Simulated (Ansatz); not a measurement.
Caution, from a PySCF single point (r2SCAN-D4/def2-TZVPD) at this geometry: the highest occupied level lies above zero, so the state may not be bound. Another site gives an ion 1.50 eV lower (`O=C[O-]`) at the level frozen-core CCSD(T)/aug-cc-pVTZ // r2SCAN-D4/def2-TZVPD (Ansatz, an electronic-structure program).

A geometry relaxed with Ansatz with r2SCAN-D4/def2-TZVPD, charge -1, multiplicity 1:

```xyz
4

H     -1.0753     0.0587    -0.4588
C      0.7434     0.0021     0.1968
O      0.9985    -0.2499    -0.9771
O     -0.6665     0.1891     0.4310
```

### Question
Write the SMILES of this molecule.

### Answer
`O=[C-]O`
